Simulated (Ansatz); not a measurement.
CH8OSSi2 can be A, `CO[SiH]([SiH3])S`, or B, `[SiH3]OC[SiH2]S`.

Gas-phase electronic energies from Ansatz, PBE0-D4/def2-TZVP geometries. CCSD(T)/CBS adds triple-zeta CCSD(T) − MP2 to the extrapolated MP2 energy (def2 sets, frozen cores). Functionals use def2-TZVPP. B3LYP here is the variant with VWN-RPA as its local correlation; programs differ in this. Each species was taken in one conformer, which may not be the lowest.

Which isomer does CCSD(T)/CBS put lower? Give the gap. (Estimate.)

The calculation gave: A, by 6.4 kcal/mol.

Give E(B) − E(A) in kcal/mol with LDA (SPW92), ωB97M-V, CCSD/def2-TZVPP, BLYP-D4, MP2/def2-TZVPP, CCSD(T)/def2-SVP, B3LYP. (An estimate is asked.)

Computed: LDA (SPW92) 9.0, ωB97M-V 5.3, CCSD/def2-TZVPP 5.8, BLYP-D4 7.4, MP2/def2-TZVPP 5.1, CCSD(T)/def2-SVP 5.8, B3LYP 6.7. None reverses the order clearly.

Does the order hold for the free energy at 298.15 K (harmonic terms from PBE0-D4)? (Best estimate.)

The calculation gave: Yes: G(B) − G(A) = +4.9 kcal/mol, for one conformer each. Modes under 60 cm⁻¹, often nearly free rotors, make the harmonic entropy too high.

Largest T1 diagnostic: 0.012.

In def2-TZVPP, CCSD(T) changes the Hartree–Fock value by +1.8 kcal/mol (the triples alone add +0.4 kcal/mol) and MP2 by +0.7 kcal/mol. From PBE to PBE0 (25 % exact exchange), in def2-TZVPP and without D4, E(B) − E(A) moves by −0.8 kcal/mol.
